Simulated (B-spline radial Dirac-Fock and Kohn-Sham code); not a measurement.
## How the settings move the core levels of Rh⁶⁺

ΔSCF core binding energies without Breit or QED terms, calculated with an atomic code on a B-spline grid. Keys: rel is the Hamiltonian (dirac, or spin-free x2c and nr, where L3 and M5 stand for the whole 2p and 3d shells), method is hf or an exchange,correlation pair (spin-unpolarised, also for the hole states), nuc the nuclear model, radius_factor scales its radius, rmax is the box in bohr, h the logarithmic mesh step, order the B-spline order, points the quadrature points per cell, c_factor scales the speed of light, and damp, ndamp, maxit and tol steer the iteration. The run stops when the commutator error falls below 10·tol·max(1, Z/10), or the numerical noise floor, and the energy has settled to about 1e-8 Ha; the virial ratio is −V/T.

Base input:

```json
{"items": [{"Z": 45, "q": 6, "cfg": [[1, 0, 2], [2, 0, 2], [2, 1, 6], [3, 0, 2], [3, 1, 6], [3, 2, 10], [4, 0, 2], [4, 1, 6], [4, 2, 3]], "A": 103, "rrms": 4.4945, "do": "settings", "holes": ["K", "L3", "M5"],
  "settings": [{"rel": "dirac", "method": "hf", "nuc": "fermi", "radius_factor": 1.0, "rmax": 45.0, "h": 0.3, "order": 8, "points": 10, "c_factor": 1.0, "maxit": 60, "damp": 0.5, "ndamp": 3, "tol": 1e-08}]}]}
```

The ground state converged in 9 iterations, with total energy -4773.88011 Ha, virial ratio 1.95893 and highest orbital energy -96.22 eV. ΔSCF binding energies: K (1s) 23398.2 eV, L3 (2p3/2) 3121.3 eV, M5 (3d5/2) 416.7 eV.

Changes from the base run:

```
                           changed setting  Δ total energy (Ha)  Δ K (eV)  Δ L3 (eV)  Δ M5 (eV)  iterations
rel = "x2c"; radius_factor = 0.5; h = 0.12             +1.39035    -16.74     +45.72      +1.97           9
                      method = "pw91,pw91"                    ?         ?          ?          ?           ?
                            nuc = "sphere"             +0.00009      0.00       0.00       0.00           9
                               tol = 1e-06              0.00000      0.00       0.00       0.00           8
   rel = "x2c"; c_factor = 0.8; damp = 0.0            -56.68547   +379.91     +69.39      -1.05           8
                               rmax = 30.0              0.00000      0.00       0.00       0.00           9
                            c_factor = 0.8            -59.44472   +406.74      -3.55      -4.14          11
```

Question: What does the change method = "pw91,pw91" do?

Answer: The total energy moves by -2.69899 Ha and the binding energies by K +26.26 eV, L3 -14.39 eV, M5 -0.80 eV; the run takes 9 iterations.
